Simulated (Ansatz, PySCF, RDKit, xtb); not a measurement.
Complex: HI (SMILES I) (first 2 atoms) with Si2H6 (SMILES [SiH3][SiH3]); geometry from B3LYP-D3(BJ)/def2-TZVP, rigid monomers moved along the line of their centres of mass till H2···Si3 is 2.80 Å.
(charge 0, multiplicity 1):
```xyz
10

I     -0.612    -0.355    -0.570
H      0.324    -0.252     0.743
Si    -0.430    -0.003     3.432
Si     0.065     0.180     5.716
H     -1.249    -1.208     3.163
H      0.829    -0.117     2.650
H     -1.163     1.192     2.953
H     -1.188     0.299     6.501
H      0.899     1.381     5.964
H      0.805    -1.020     6.177
```

Monomers are frozen at their geometry in the pair; levels with a basis set take the counterpoise correction. Rows marked so take none. RDKit's UFF carries no charges.

Cores are frozen in the correlated methods. Filled d and f shells under p-block atoms count as core. Rows in 3-21G carry no dispersion term and start afresh at each structure; the Pople sets are all-electron and without relativity.

Run with Ansatz (Gaussian basis) for Hartree–Fock, density functionals and correlated methods; PySCF for 3-21G rows, the dispersion terms; RDKit for the force fields; xtb for the GFN methods.  In def2 rows elements past Kr take small-core potentials, without spin–orbit coupling.

```csv
level,interaction energy (kcal/mol)
UFF,3.55
GFN-FF,-0.01
PBE/def2-TZVPPD,0.14
r2SCAN/def2-TZVPPD,-0.02
B3LYP/3-21G (no counterpoise),0.57
B3LYP-D3(BJ)/def2-TZVPPD,-0.93
B3LYP-D4/def2-TZVPPD,-0.27
CCSD/def2-SVPD,1.06
CCSD(T)/def2-SVPD,[?]
```

Fill in the missing entries.


- CCSD(T)/def2-SVPD, interaction energy (kcal/mol): 0.71

Ansatz is a first-principles code.
